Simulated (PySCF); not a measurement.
## Calculated data, BFHN

Computed with PySCF 2.14.0. Calculation on a computer-drawn molecule: vertical ionisation energy to the stated ion spin, frozen-core CCSD(T) at the basis limit and cheaper methods, single-reference cases, UHF for radicals, no spin-orbit; all values are single points at the evaluated structure, the first of each entry, which is the reference or a displaced copy of it and isn't optimised; the reference structure only sets the zero of the energies above reference; triples share is (T) over the correlation energy.

Common to all runs: charge 0; multiplicity 1; ion multiplicity 2; diffuse functions no; basis cc-pVnZ; reference is the Hartree-Fock double-zeta minimum; best is HF at quadruple zeta + MP2 correlation extrapolated from triple and quadruple zeta + CCSD(T) minus MP2 at triple zeta; basis step is the size of the change from the same recipe one zeta lower.

```yaml
- entry: 1
  formula: BFHN
  evaluated_structure:
    atoms_angstrom:
      - ["N", 0.0871, -0.2812, 0.2122]
      - [B, -0.9286, -0.1556, -0.523]
      - [F, -1.8314, 0.0954, -1.2135]
      - [H, 0.7813, -0.4981, 0.7807]
  reference_structure:
    atoms_angstrom:
      - ["N", 0.05, -0.33, 0.2233]
      - [B, -0.9055, -0.1195, -0.5101]
      - [F, -1.9174, 0.1034, -1.2869]
      - [H, 0.8184, -0.4994, 0.8132]
  given:
    drawn_bonds_atom: [1, 2, 1]
    drawn_bonds_other_atom: [2, 3, 4]
    drawn_bonds_order: [2, 1, 1]
  results:
    "ionisation_energy_best [eV]": 10.99
    "ionisation_energy_basis_step [eV]": 0.07958
    "energy_above_reference_best [kcal/mol]": 16.56
    "energy_above_reference_basis_step [kcal/mol]": 1.142
    triple_zeta_method: [HF, PBE, r2SCAN, B3LYP, wB97X, MP2, CCSD, "CCSD(T)"]
    "triple_zeta_ionisation_energy [eV]": [9.207, 10.79, 10.64, 10.8, 10.7, 10.94, 10.66, 10.78]
    "triple_zeta_energy_above_reference [kcal/mol]": [14.36, 18.24, 16.52, 17.12, 17.28, 17.5, 17.07, 17.42]
    "ionisation_energy_Koopmans_at_triple_zeta [eV]": 11.21
    "ionisation_energy_EOM_CCSD_at_triple_zeta [eV]": 10.78
    "total_energy_HF_triple_zeta [hartree]": -179.2535
    "total_energy_CCSD(T)_triple_zeta [hartree]": -179.8159
    "total_energy_best [hartree]": -179.9082
    T1_diagnostic_at_triple_zeta: 0.01275
    D1_diagnostic_at_triple_zeta: 0.03276
    ion_T1_diagnostic_at_triple_zeta: 0.01444
    ion_D1_diagnostic_at_triple_zeta: 0.04789
    ion_spin_squared_at_triple_zeta: 0.7584
    triples_share_at_triple_zeta: 0.03567
    basis_functions_triple_zeta: 104
    "dipole_magnitude_HF_at_triple_zeta [debye]": 0.7197
    "dipole_magnitude_CCSD_unrelaxed_at_triple_zeta [debye]": 0.4583
    "dipole_magnitude_PBE_at_triple_zeta [debye]": 0.4771
    "dipole_magnitude_r2SCAN_at_triple_zeta [debye]": 0.5459
    "dipole_magnitude_B3LYP_at_triple_zeta [debye]": 0.5222
    "dipole_magnitude_wB97X_at_triple_zeta [debye]": 0.6073
- entry: 2
  formula: BFHN
  evaluated_structure:
    atoms_angstrom:
      - ["N", 0.0058, -0.309, 0.1896]
      - [B, -0.8977, -0.1619, -0.6454]
      - [F, -1.904, 0.106, -1.3253]
      - [H, 0.8861, -0.5728, 0.8326]
  reference_structure:
    atoms_angstrom:
      - ["N", 0.05, -0.33, 0.2233]
      - [B, -0.9055, -0.1195, -0.5101]
      - [F, -1.9174, 0.1034, -1.2869]
      - [H, 0.8184, -0.4994, 0.8132]
  given:
    drawn_bonds_atom: [1, 2, 1]
    drawn_bonds_other_atom: [2, 3, 4]
    drawn_bonds_order: [2, 1, 1]
  results:
    "ionisation_energy_best [eV]": 11.15
    "ionisation_energy_basis_step [eV]": 0.0776
    "energy_above_reference_best [kcal/mol]": 10.36
    "energy_above_reference_basis_step [kcal/mol]": 0.2983
    triple_zeta_method: [HF, PBE, r2SCAN, B3LYP, wB97X, MP2, CCSD, "CCSD(T)"]
    "triple_zeta_ionisation_energy [eV]": [9.376, 10.92, 10.78, 10.94, 10.86, 11.12, 10.83, 10.95]
    "triple_zeta_energy_above_reference [kcal/mol]": [12.48, 9.542, 10.29, 10.51, 10.93, 10.75, 10.92, 10.59]
    "ionisation_energy_Koopmans_at_triple_zeta [eV]": 11.44
    "ionisation_energy_EOM_CCSD_at_triple_zeta [eV]": 10.95
    "total_energy_HF_triple_zeta [hartree]": -179.2564
    "total_energy_CCSD(T)_triple_zeta [hartree]": -179.8268
    "total_energy_best [hartree]": -179.9181
    T1_diagnostic_at_triple_zeta: 0.01322
    D1_diagnostic_at_triple_zeta: 0.03388
    ion_T1_diagnostic_at_triple_zeta: 0.01663
    ion_D1_diagnostic_at_triple_zeta: 0.05964
    ion_spin_squared_at_triple_zeta: 0.7608
    triples_share_at_triple_zeta: 0.03709
    basis_functions_triple_zeta: 104
    "dipole_magnitude_HF_at_triple_zeta [debye]": 0.6248
    "dipole_magnitude_CCSD_unrelaxed_at_triple_zeta [debye]": 0.6853
    "dipole_magnitude_PBE_at_triple_zeta [debye]": 0.5914
    "dipole_magnitude_r2SCAN_at_triple_zeta [debye]": 0.572
    "dipole_magnitude_B3LYP_at_triple_zeta [debye]": 0.6201
    "dipole_magnitude_wB97X_at_triple_zeta [debye]": 0.578
- entry: 3
  formula: BFHN
  evaluated_structure:
    atoms_angstrom:
      - ["N", 0.0058, -0.309, 0.1896]
      - [B, -0.8977, -0.1619, -0.6454]
      - [F, -1.904, 0.106, -1.3253]
      - [H, 0.7919, -0.5446, 0.7638]
  reference_structure:
    atoms_angstrom:
      - ["N", 0.05, -0.33, 0.2233]
      - [B, -0.9055, -0.1195, -0.5101]
      - [F, -1.9174, 0.1034, -1.2869]
      - [H, 0.8184, -0.4994, 0.8132]
  given:
    drawn_bonds_atom: [1, 2, 1]
    drawn_bonds_other_atom: [2, 3, 4]
    drawn_bonds_order: [2, 1, 1]
  results:
    "ionisation_energy_best [eV]": 11.28
    "ionisation_energy_basis_step [eV]": 0.07786
    "energy_above_reference_best [kcal/mol]": 2.351
    "energy_above_reference_basis_step [kcal/mol]": 0.3193
    triple_zeta_method: [HF, PBE, r2SCAN, B3LYP, wB97X, MP2, CCSD, "CCSD(T)"]
    "triple_zeta_ionisation_energy [eV]": [9.529, 11.06, 10.92, 11.08, 10.99, 11.25, 10.97, 11.08]
    "triple_zeta_energy_above_reference [kcal/mol]": [2.36, 2.529, 2.27, 2.572, 2.724, 2.617, 2.591, 2.558]
    "ionisation_energy_Koopmans_at_triple_zeta [eV]": 11.54
    "ionisation_energy_EOM_CCSD_at_triple_zeta [eV]": 11.09
    "total_energy_HF_triple_zeta [hartree]": -179.2726
    "total_energy_CCSD(T)_triple_zeta [hartree]": -179.8396
    "total_energy_best [hartree]": -179.9308
    T1_diagnostic_at_triple_zeta: 0.01311
    D1_diagnostic_at_triple_zeta: 0.03372
    ion_T1_diagnostic_at_triple_zeta: 0.01646
    ion_D1_diagnostic_at_triple_zeta: 0.06001
    ion_spin_squared_at_triple_zeta: 0.759
    triples_share_at_triple_zeta: 0.03646
    basis_functions_triple_zeta: 104
    "dipole_magnitude_HF_at_triple_zeta [debye]": 0.51
    "dipole_magnitude_CCSD_unrelaxed_at_triple_zeta [debye]": 0.5142
    "dipole_magnitude_PBE_at_triple_zeta [debye]": 0.4355
    "dipole_magnitude_r2SCAN_at_triple_zeta [debye]": 0.4263
    "dipole_magnitude_B3LYP_at_triple_zeta [debye]": 0.467
    "dipole_magnitude_wB97X_at_triple_zeta [debye]": 0.4492
- entry: 4
  formula: BFHN
  evaluated_structure:
    atoms_angstrom:
      - ["N", 0.0058, -0.309, 0.1896]
      - [B, -0.8977, -0.1619, -0.6454]
      - [F, -1.904, 0.106, -1.3253]
      - [H, 0.8429, -0.5599, 0.8011]
  reference_structure:
    atoms_angstrom:
      - ["N", 0.05, -0.33, 0.2233]
      - [B, -0.9055, -0.1195, -0.5101]
      - [F, -1.9174, 0.1034, -1.2869]
      - [H, 0.8184, -0.4994, 0.8132]
  given:
    drawn_bonds_atom: [1, 2, 1]
    drawn_bonds_other_atom: [2, 3, 4]
    drawn_bonds_order: [2, 1, 1]
  results:
    "ionisation_energy_best [eV]": 11.21
    "ionisation_energy_basis_step [eV]": 0.07787
    "energy_above_reference_best [kcal/mol]": 5.346
    "energy_above_reference_basis_step [kcal/mol]": 0.3093
    triple_zeta_method: [HF, PBE, r2SCAN, B3LYP, wB97X, MP2, CCSD, "CCSD(T)"]
    "triple_zeta_ionisation_energy [eV]": [9.447, 10.98, 10.84, 11.01, 10.92, 11.18, 10.89, 11.01]
    "triple_zeta_energy_above_reference [kcal/mol]": [6.456, 4.979, 5.271, 5.535, 5.799, 5.667, 5.754, 5.563]
    "ionisation_energy_Koopmans_at_triple_zeta [eV]": 11.49
    "ionisation_energy_EOM_CCSD_at_triple_zeta [eV]": 11.01
    "total_energy_HF_triple_zeta [hartree]": -179.2660
    "total_energy_CCSD(T)_triple_zeta [hartree]": -179.8348
    "total_energy_best [hartree]": -179.9260
    T1_diagnostic_at_triple_zeta: 0.01316
    D1_diagnostic_at_triple_zeta: 0.0338
    ion_T1_diagnostic_at_triple_zeta: 0.01654
    ion_D1_diagnostic_at_triple_zeta: 0.0598
    ion_spin_squared_at_triple_zeta: 0.7599
    triples_share_at_triple_zeta: 0.03679
    basis_functions_triple_zeta: 104
    "dipole_magnitude_HF_at_triple_zeta [debye]": 0.5614
    "dipole_magnitude_CCSD_unrelaxed_at_triple_zeta [debye]": 0.6028
    "dipole_magnitude_PBE_at_triple_zeta [debye]": 0.515
    "dipole_magnitude_r2SCAN_at_triple_zeta [debye]": 0.4982
    "dipole_magnitude_B3LYP_at_triple_zeta [debye]": 0.5442
    "dipole_magnitude_wB97X_at_triple_zeta [debye]": 0.5107
- entry: 5
  formula: BFHN
  evaluated_structure:
    atoms_angstrom:
      - ["N", 0.0058, -0.309, 0.1896]
      - [B, -0.8977, -0.1619, -0.6454]
      - [F, -1.904, 0.106, -1.3253]
      - [H, 0.8798, -0.5709, 0.828]
  reference_structure:
    atoms_angstrom:
      - ["N", 0.05, -0.33, 0.2233]
      - [B, -0.9055, -0.1195, -0.5101]
      - [F, -1.9174, 0.1034, -1.2869]
      - [H, 0.8184, -0.4994, 0.8132]
  given:
    drawn_bonds_atom: [1, 2, 1]
    drawn_bonds_other_atom: [2, 3, 4]
    drawn_bonds_order: [2, 1, 1]
  results:
    "ionisation_energy_best [eV]": null
```

Q: BFHN (entry 5): ionisation energy best?
A: 11.16 eV

Q: Give the table of triple zeta values for BFHN (entry 5).
A: 
Triple zeta:
```
 method  ionisation energy (eV)  energy above reference (kcal/mol)
     HF                   9.386                               11.5
    PBE                   10.93                              8.769
 r2SCAN                   10.79                               9.45
  B3LYP                   10.95                              9.681
  wB97X                   10.87                              10.07
    MP2                   11.13                                9.9
   CCSD                   10.84                              10.06
CCSD(T)                   10.96                               9.75
```

Further results for BFHN (entry 5):

| Quantity | Value |
| --- | --- |
| ionisation energy basis step | 0.07766 eV |
| energy above reference best | 9.519 kcal/mol |
| energy above reference basis step | 0.3001 kcal/mol |
| ionisation energy Koopmans at triple zeta | 11.45 eV |
| ionisation energy EOM CCSD at triple zeta | 10.96 eV |
| total energy HF triple zeta | -179.2580 hartree |
| total energy CCSD(T) triple zeta | -179.8282 hartree |
| total energy best | -179.9194 hartree |
| T1 diagnostic at triple zeta | 0.01321 |
| D1 diagnostic at triple zeta | 0.03387 |
| ion T1 diagnostic at triple zeta | 0.01662 |
| ion D1 diagnostic at triple zeta | 0.05966 |
| ion spin squared at triple zeta | 0.7607 |
| triples share at triple zeta | 0.03704 |
| basis functions triple zeta | 104 |
| dipole magnitude HF at triple zeta | 0.6146 debye |
| dipole magnitude CCSD unrelaxed at triple zeta | 0.673 debye |
| dipole magnitude PBE at triple zeta | 0.58 debye |
| dipole magnitude r2SCAN at triple zeta | 0.5607 debye |
| dipole magnitude B3LYP at triple zeta | 0.6086 debye |
| dipole magnitude wB97X at triple zeta | 0.5675 debye |
